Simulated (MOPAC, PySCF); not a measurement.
C3H5B, SMILES `CC#CB`, neutral singlet in the gas phase. 

Cartesian coordinates (Å):
SMILES: C(C)#CB
```xyz
9

B      2.2827     0.2807     0.2034
C      0.8013     0.0994     0.0151
C     -0.3897    -0.0460    -0.1368
C     -1.8214    -0.2248    -0.3137
H      2.8007     1.3015    -0.1136
H      2.9333    -0.5972     0.6690
H     -2.2504     0.5724    -0.9201
H     -2.0292    -1.1829    -0.7910
H     -2.3150    -0.2232     0.6592
```
Charge 0, spin multiplicity 1.

All levels are single points at this geometry (M06-2X/def2-TZVP); Pople sets use spherical d functions. Orbital energies aren't observables, and empty levels follow the basis.

```
level                            HOMO (eV)  LUMO (eV)  gap (eV)  dipole (D)  vertical IE, Delta-SCF (eV)
-------------------------------  ---------  ---------  --------  ----------  ---------------------------
B3LYP-D3(BJ)/def2-TZVP in PySCF      -7.27      -2.17      5.09        2.19                         9.69
M06-2X/def2-TZVP in PySCF            -8.68      -1.08      7.60        1.96                         9.90
B3LYP/6-31G* in PySCF                -6.97      -1.81      5.16        2.21                         9.53
PBE/6-31G* in PySCF                  -6.00      -2.60      3.40        2.40                         9.36
SVWN5/6-31G* in PySCF                -6.09      -2.83      3.25        2.50                         9.49
HF/6-31G* in PySCF                  -10.00       2.12     12.11        1.84                         8.58
PM3 in MOPAC                        -10.41      -0.52      9.89        1.84                            –
PM6 in MOPAC                         -9.94      -0.31      9.62        1.40                            –
PM7 in MOPAC                        -10.12      -0.75      9.37        1.22                            –
```
